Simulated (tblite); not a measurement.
Species: C₆H₁₃O (doublet state).
Geometry (GFN2-xTB, Å), atoms numbered from 1 in this order:
```xyz
20
C6H13O angstrom
C     -1.4001   -1.5301    0.2517
C     -0.5501   -0.4832   -0.3377
C     -0.9806    0.9253    0.0865
C     -2.3366    1.2969   -0.4984
C      0.9329   -0.7028    0.0579
O      1.7372    0.1771   -0.6896
C      3.0998    0.0763   -0.3744
H     -1.8424   -1.3880    1.2188
H     -1.4825   -2.4946   -0.2097
H     -0.5754   -0.5513   -1.4322
H     -1.0257    0.9713    1.1769
H     -0.2243    1.6336   -0.2536
H     -2.2959    1.2903   -1.5853
H     -3.0933    0.5828   -0.1805
H     -2.6353    2.2901   -0.1710
H      1.2223   -1.7461   -0.1431
H      1.0583   -0.5154    1.1356
H      3.4867   -0.9287   -0.5872
H      3.6177    0.8034   -0.9967
H      3.2820    0.3039    0.6840
```

Calculated harmonic vibrations of the isolated species, GFN2-xTB (tblite), most abundant isotopes, no scaling. Errors from tens to a few hundred cm⁻¹ against measured bands are possible. One conformer, not necessarily the lowest. Open shells enter through the occupations alone, without spin polarisation, and single modes of such species can be off by tens of per cent.

Harmonic wavenumbers (cm⁻¹): 64.7, 74.1, 94.4, 110.1, 180.9, 214.6, 228.4, 248.9, 340.4, 347.9, 439.2, 494.2, 543.0, 819.2, 846.6, 923.0, 976.7, 992.7, 1018.8, 1038.3, 1102.3, 1113.0, 1132.8, 1158.1, 1161.2, 1169.8, 1214.5, 1243.8, 1266.4, 1310.0, 1330.1, 1352.7, 1402.4, 1406.9, 1410.4, 1468.8, 1485.3, 1488.4, 1494.9, 1498.9, 1506.2, 2835.8, 2870.5, 2886.7, 2909.8, 2912.3, 2972.3, 3001.2, 3026.0, 3031.6, 3033.5, 3037.7, 3130.8, 3172.7.

A = 4628, B = 1389, C = 1144 MHz; mass 101.097 u (most abundant isotopes); point group C1, symmetry number 1; spin multiplicity 2.

Task: What is the zero-point energy?

Result: ½Σν̃ = 38267 cm⁻¹ = 109.41 kcal/mol.

Task: Entropy at 350 K, 1 bar (ideal gas, RRHO, classical rotation)?

Result: Translation 40.57, rotation 28.65, vibration 34.00, spin (R ln 2) 1.38: S = 104.6 cal/(mol K).

Task: And Cp and H(350 K) − H(0)?

Result: Cp = 41.24 cal/(mol K), of which vibrations give 33.29 (their classical limit is 54 R = 107.3); H(350 K) − H(0) = 8.90 kcal/mol without the zero-point energy, 6.12 from vibrations.

Task: What must be added to the electronic energy to get the Gibbs energy at 350 K and 1 bar?

Result: ZPE + [H(350 K) − H(0)] − T·S = 109.41 + 8.90 − 36.61 = 81.70 kcal/mol.

Task: Blend soft modes into free rotors: weight 1/[1 + (100 cm⁻¹/ν̃)⁴] for the oscillator and the rest for a rotor with moment μB/(μ + B), μ = h/(8π²ν), B = 10⁻⁴⁴ kg m². What vibrational entropy results?

Result: 31.47 cal/(mol K) in place of 34.00, which changes −T·S at 350 K by +0.89 kcal/mol.

Task: Which modes carry the vibrational entropy at 350 K?

Result: 64.7 cm⁻¹: 4.62; 74.1 cm⁻¹: 4.36; 94.4 cm⁻¹: 3.88; 110.1 cm⁻¹: 3.58; 180.9 cm⁻¹: 2.62; 214.6 cm⁻¹: 2.30 cal/(mol K); the other 48 give 12.64 together.

Task: How do the functions run with temperature in this model?

Result: 
| T (K) | S (cal/(mol K)) | Cp (cal/(mol K)) | H − H(0) (kcal/mol) | G − H(0) (kcal/mol) | ln q(vib) |
| --- | --- | --- | --- | --- | --- |
| 50 | 58.0 | 13.5 | 0.50 | -2.40 | 0.42 |
| 100 | 69.3 | 19.6 | 1.34 | -5.60 | 1.66 |
| 298.15 | 98.4 | 36.4 | 6.89 | -22.44 | 7.00 |
| 373.15 | 107.3 | 43.4 | 9.88 | -30.16 | 8.89 |
| 500 | 121.6 | 54.7 | 16.12 | -44.69 | 12.02 |
| 750 | 147.2 | 71.6 | 32.06 | -78.37 | 18.01 |
| 1000 | 169.5 | 83.1 | 51.50 | -118.04 | 23.67 |

q(vib) and H(0) count from the zero-point level.

Hindered rotation and anharmonicity are outside this model. Other conformers, if any are populated, would add a mixing term that is left out. The structure is chiral; the term R ln 2 for an equal mix with its mirror image is left out.
